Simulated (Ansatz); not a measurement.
Reaction (isomerisation): `C[C@@H]1N[Si@@H]1F` → `C=C(F)[SiH2]N`

Computed with Ansatz on PBE0-D4/def2-TZVP structures; ΔE is electronic, products minus reactants. CCSD(T)/CBS is the MP2 limit (def2-TZVPP, def2-QZVPP) plus CCSD(T) − MP2 in def2-TZVPP, frozen cores. Functionals use def2-TZVPP. B3LYP here is the variant with VWN-RPA as its local correlation; programs differ in this. Each species was taken in one conformer, which may not be the lowest.

Q: Is it downhill or uphill in electronic energy at CCSD(T)/CBS, and by how much? (Estimate.)

A: Computed: Uphill: ΔE = +1.03 eV.

Q: What do these levels give: PBE-D4, r2SCAN-D4, B3LYP-D4, B2PLYP, PBE, r2SCAN, PBE0, B3LYP, CCSD(T)/def2-TZVPP, HF/def2-QZVPP, HF/CBS(def2), CCSD/CBS(def2)? (Estimate.)

A: The calculation gave: PBE-D4 1.00, r2SCAN-D4 1.04, B3LYP-D4 0.88, B2PLYP 0.97, PBE 1.00, r2SCAN 1.04, PBE0 1.06, B3LYP 0.87, CCSD(T)/def2-TZVPP 1.00, HF/def2-QZVPP 0.79, HF/CBS(def2) 0.79, CCSD/CBS(def2) 1.03 eV.

Largest T1 diagnostic among the species: 0.012.

From PBE to PBE0 (25 % exact exchange), in def2-TZVPP and without D4, ΔE moves by +0.07 eV. In def2-TZVPP, CCSD(T) changes the Hartree–Fock value by +0.23 eV (the triples alone add +0.00 eV) and MP2 by +0.40 eV.
